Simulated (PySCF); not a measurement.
Species: C6H10O2.
Cartesian coordinates in Å at the PBE0-D3(BJ)/def2-SVP level; atoms count from 1:
```xyz
18
C6H10O2 angstrom
C     -0.7889    0.6515    1.6928
C     -0.6557   -0.0896    0.3915
C     -1.8387   -0.9258    0.0211
C      0.4896    0.0536   -0.3273
C      1.5979    0.9346    0.1893
C      0.6951   -0.6392   -1.6248
O     -0.0910   -1.3356   -2.2273
O      1.9233   -0.4221   -2.1354
H     -0.6803    1.7391    1.5491
H     -1.7620    0.4661    2.1671
H     -0.0006    0.3557    2.4049
H     -2.1342   -1.5467    0.8831
H     -2.6987   -0.2644   -0.1863
H     -1.6630   -1.5533   -0.8560
H      2.4533    0.9524   -0.4926
H      1.9581    0.5908    1.1731
H      1.2531    1.9727    0.3265
H      1.9444   -0.9248   -2.9633
```

Linear response at wB97X-D/def2-SVPD (PySCF, frozen core in the response, non-relativistic). Geometry: PBE0-D3(BJ)/def2-SVP, one conformer, isolated molecule.

Static isotropic polarisability: 82.80 au (12.27 Å³), principal values 57.9, 85.6, 104.9 au.

(1) What is the polarisability at 1064 nm and at the sodium D line?

(2) What is the isotropic C6 coefficient between two such molecules, C6 = (3/π)∫α(iω)² dω?

(3) Which effective excitation energy ω̄ makes London's formula C6 = (3/4)α²ω̄ exact here?

(4) What n − 1 at the D line would an ideal gas of it have at 273.15 K and 1 atm (2.6868 × 10¹⁹ cm⁻³), by n − 1 = 2π·N·α′?

(5) What three-body coefficient follows from the one-pole estimate C9 = (3/4)·α·C6?

(6) How many electrons N does the Slater–Kirkwood formula C6 = (3/4)·√N·α^(3/2) need to give this C6?

(7) The lowest 6 singlets have (eV, f): 5.04, 0.002; 5.61, 0.353; 7.02, 0.004; 7.43, 0.009; 7.47, 0.028; 7.81, 0.018. What share of the static polarisability do they carry in the sum over states α = Σ f/ω²?

(8) How anisotropic is the static polarisability, by Δα² = ½[(α1 − α2)² + (α2 − α3)² + (α3 − α1)²]?

## Answers

(1) 83.67 au at 1064 nm (+1.0 %), 85.80 au at 589.3 nm (+3.6 %). The rise at 589.3 nm is 3.47 times that at 1064 nm; a pure ω² law gives 3.26. The lowest singlet lies at 246 nm, shorter than both wavelengths.

(2) 2853 au (Eh·bohr⁶) by a ten-point quadrature over imaginary frequencies, which is 1700 eV·Å⁶ or 164 J·nm⁶/mol.

(3) ω̄ = 4·C6/(3α²) = 0.555 Eh = 15.1 eV. A one-pole form α(ω) = α/(1 − ω²/ω̄²) fitted to the 1064 nm value gives 11.5 eV. London's choice of the ionisation energy (9.02 eV, ΔSCF at the same level) gives C6 = 1700 au, 40 % too low.

(4) 21.46 × 10⁻⁴, a formal value whether or not that pressure can be reached.

(5) 177000 au. This is an estimate from the two numbers above, not a computed integral.

(6) N = (4·C6/3)²/α³ = 25.5; the species has 62 electrons in all.

(7) 9.14 au, 11.0 % of α; the largest term, 8.30 au, is that of the state at 5.61 eV. Their oscillator strengths add up to 0.41. Higher states carry the rest.

(8) Δα = 41.0 au, or 0.49 of the isotropic value.

wB97X-D is run here without its empirical dispersion term; that term would change no orbital, density or response property at a fixed geometry.
